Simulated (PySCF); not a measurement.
These are PySCF with B3LYP-D3(BJ)/def2-TZVP values and carry that method's errors. Gas-phase values, no solvent. One relaxed conformer stands for a flexible species; it need not be the lowest. B3LYP has the VWN-RPA correlation part, as in Gaussian. Excitations are Tamm–Dancoff values on a coarser integration grid. The basis has no diffuse functions, so Rydberg states are missing or too high.

Reference species (SMILES): `C=BCN` (neutral, multiplicity 1).

| Property | Value |
|---|---|
| HOMO | -6.16 eV |
| LUMO | -0.93 eV |
| brightest of the four lowest singlets (TDA) | 5.59 eV |

After one change: the HOMO drops by 0.25 eV; the LUMO falls by 0.18 eV; the brightest of the four lowest singlets (TDA) rises by 0.03 eV.

### Question
Which change was made? The new species is one of these.
A. `C=CBN` (C–C–B–N torsion 180°)
B. `[H]/B=C/NC`
C. `B/C=C\N`
D. `B/C=C/N`

### Answer
D, `B/C=C/N`
